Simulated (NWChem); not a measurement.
System: BHF, doublet; SMILES [BH]F

Parts of the log:

```
             Northwest Computational Chemistry Package (NWChem) 7.3.0
             --------------------------------------------------------

 CS  symmetry detected

                             Geometry "geometry" -> ""
                             -------------------------

 Output coordinates in angstroms (scale by  1.889725989 to convert to a.u.)

  No.       Tag          Charge          X              Y              Z
 ---- ---------------- ---------- -------------- -------------- --------------
    1 B                    5.0000     0.15112955     0.72673302     0.00000000
    2 F                    9.0000     0.00572676    -0.56588631     0.00000000
    3 H                    1.0000    -0.80718861     1.45931169     0.00000000

 Effective nuclear repulsion energy (a.u.)      22.6826989079

      Symmetry information
      --------------------

 Group name             Cs
 Group number              2
 Group order               2
 No. of unique centers     3

                                Z-matrix (autoz)
                                --------

 Units are Angstrom for bonds and degrees for angles

      Type          Name      I     J     K     L     M      Value
      ----------- --------  ----- ----- ----- ----- ----- ----------
    1 Stretch                  1     2                       1.30077
    2 Stretch                  1     3                       1.20625
    3 Bend                     2     1     3               120.97777

                           NWChem Geometry Optimization
                           ----------------------------

 maximum gradient threshold         (gmax) =   0.000450
 rms gradient threshold             (grms) =   0.000300
 maximum cartesian step threshold   (xmax) =   0.001800
 rms cartesian step threshold       (xrms) =   0.001200
 fixed trust radius                (trust) =   0.300000
 source of zmatrix                         =   autoz

          -------------------
          Energy Minimization
          -------------------

 Using diagonal initial Hessian
 Scaling for Hessian diagonals: bonds = 1.00  angles = 0.25  torsions = 0.10

          --------
          Step   0

                                 NWChem DFT Module
                                 -----------------

[...]

      ----------------------
      Optimization converged
      ----------------------

  Step       Energy      Delta E   Gmax     Grms     Xrms     Xmax
  ---- ---------------- -------- -------- -------- -------- --------
@    2    -125.31228896 -1.4D-06  0.00014  0.00009  0.00056  0.00111
                                     ok       ok       ok       ok

                                Z-matrix (autoz)
                                --------

 Units are Angstrom for bonds and degrees for angles

      Type          Name      I     J     K     L     M      Value     Gradient
      ----------- --------  ----- ----- ----- ----- ----- ---------- ----------
    1 Stretch                  1     2                       1.30469    0.00008
    2 Stretch                  1     3                       1.20308    0.00014
    3 Bend                     2     1     3               121.00540    0.00000

                         Geometry "geometry" -> "geometry"
                         ---------------------------------

 Output coordinates in angstroms (scale by  1.889725989 to convert to a.u.)

  No.       Tag          Charge          X              Y              Z
 ---- ---------------- ---------- -------------- -------------- --------------
    1 B                    5.0000     0.15009321     0.72895426     0.00000000
    2 F                    9.0000     0.00579004    -0.56772761     0.00000000
    3 H                    1.0000    -0.80621555     1.45893175     0.00000000

 Effective nuclear repulsion energy (a.u.)      22.6325372025

      Symmetry information
      --------------------

 Group name             Cs
 Group number              2
 Group order               2
 No. of unique centers     3

[...]

 Rotational Constants
 --------------------
 A=  19.274157 cm-1  ( 27.730593 K)
 B=   1.198563 cm-1  (  1.724426 K)
 C=   1.128394 cm-1  (  1.623470 K)

 Temperature                      =   298.15K
 frequency scaling parameter      =   1.0000

 Zero-Point correction to Energy  =    6.910 kcal/mol  (  0.011011 au)
 Thermal correction to Energy     =    8.717 kcal/mol  (  0.013891 au)
 Thermal correction to Enthalpy   =    9.309 kcal/mol  (  0.014835 au)

 Total Entropy                    =   53.104 cal/mol-K
   - Translational                =   36.212 cal/mol-K (mol. weight =  31.0155)
   - Rotational                   =   16.770 cal/mol-K (symmetry #  =        1)
   - Vibrational                  =    0.122 cal/mol-K

 Cv (constant volume heat capacity) =    6.484 cal/mol-K
   - Translational                  =    2.979 cal/mol-K
   - Rotational                     =    2.979 cal/mol-K
   - Vibrational                    =    0.526 cal/mol-K

[normal modes left out]

 ----------------------------------------------------------------------------
 Normal Eigenvalue ||           Projected Infra Red Intensities
  Mode   [cm**-1]  || [atomic units] [(debye/angs)**2] [(KM/mol)] [arbitrary]
 ------ ---------- || -------------- ----------------- ---------- -----------
    1       -0.000 ||    0.000680           0.016         0.663       0.187
    2       -0.000 ||    0.000003           0.000         0.002       0.001
    3       -0.000 ||    0.000390           0.009         0.380       0.107
    4        0.000 ||    0.000882           0.020         0.859       0.243
    5        0.000 ||    0.000001           0.000         0.001       0.000
    6        0.000 ||    0.010480           0.242        10.216       2.885
    7      992.495 ||    0.044767           1.033        43.641      12.323
    8     1319.521 ||    0.171720           3.962       167.401      47.270
    9     2523.668 ||    0.098027           2.262        95.562      26.984
 ----------------------------------------------------------------------------
```

Level: B3LYP/def2-TZVP, spin-unrestricted. In the optimisation the excess spin sits in a' (Cs, its own frame). No stability test was run on the SCF state.

Write an input that gives this output.

One answer among several that fit: the input that was run:
```
start job
memory heap 200 mb stack 900 mb global 1100 mb
geometry units angstroms
  B      0.140495     0.717025     0.000000
  F      0.027839    -0.578859     0.000000
  H     -0.836049     1.425126     0.000000
end
basis spherical
  * library def2-tzvp
end
dft
  odft
  mult 2
  xc b3lyp
  iterations 150
end
driver
  maxiter 120
end
task dft optimize
task dft freq
```
